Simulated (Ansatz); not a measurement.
C₂H₆O₂Si, SMILES CC(=O)O[SiH3].

Geometry optimised at r2SCAN-D4/def2-SVP.

Two levels are set side by side: PBE/def2-SVPD (Ansatz, an electronic-structure program) and PBE0/def2-SVPD (Ansatz). Energy differences of separate SCF runs at the same geometry; the states with an electron removed or added have multiplicity 2 and 2. Differences are taken from unrounded values.

| quantity | PBE0 |
|---|---|
| vertical ionisation energy (eV) | 10.58 |
| vertical singlet–triplet gap (eV) | 5.23 |

### Question
What does PBE give, and how far is it from PBE0? (Estimate from the structure and the level; the computed values follow.)

### Answer

```csv
quantity,PBE,PBE minus PBE0
vertical ionisation energy (eV),10.33,-0.25
vertical singlet–triplet gap (eV),5.28,0.05
```
